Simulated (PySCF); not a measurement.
C4H8ClF, SMILES CCC[C@@H](F)Cl.

The structure is a stationary point at B3LYP-D3(BJ)/def2-SVP. The structure was generated by enumeration; whether it is a known compound was not checked. One conformer was computed; it need not be the lowest.

Two levels are set side by side: TDA-PBE/def2-SVPD (PySCF) and TDA-LC-ωPBE/def2-SVPD (PySCF). Vertical, same geometry. The lowest singlet is HOMO→LUMO 96 % with PBE and HOMO→LUMO+1 38 %, HOMO→LUMO 32 %, HOMO→LUMO+7 6 %, HOMO→LUMO+6 6 % with the other functional; states are paired by order. Differences are taken from unrounded values.

```json
[
 {"quantity": "lowest singlet excitation (eV)", "TDA-LC-ωPBE": "7.60", "TDA-PBE": "6.86", "TDA-PBE minus TDA-LC-ωPBE": "-0.74"},
 {"quantity": "lowest triplet excitation (TDA) (eV)", "TDA-LC-ωPBE": "6.74", "TDA-PBE": "6.23", "TDA-PBE minus TDA-LC-ωPBE": "-0.50"},
 {"quantity": "first bright state (f over 0.05) (eV)", "TDA-LC-ωPBE": "9.26", "TDA-PBE": "8.20", "TDA-PBE minus TDA-LC-ωPBE": "-1.06"},
 {"quantity": "its oscillator strength", "TDA-LC-ωPBE": "0.05", "TDA-PBE": "0.05", "TDA-PBE minus TDA-LC-ωPBE": "0.00"}
]
```

A lower first singlet is the usual sign of a functional without exact exchange. Differences between two approximate levels are no errors against the true value.

Rough cost on one machine, each run with all the roots and properties that it gave: TDA-LC-ωPBE against TDA-PBE about 4 times.
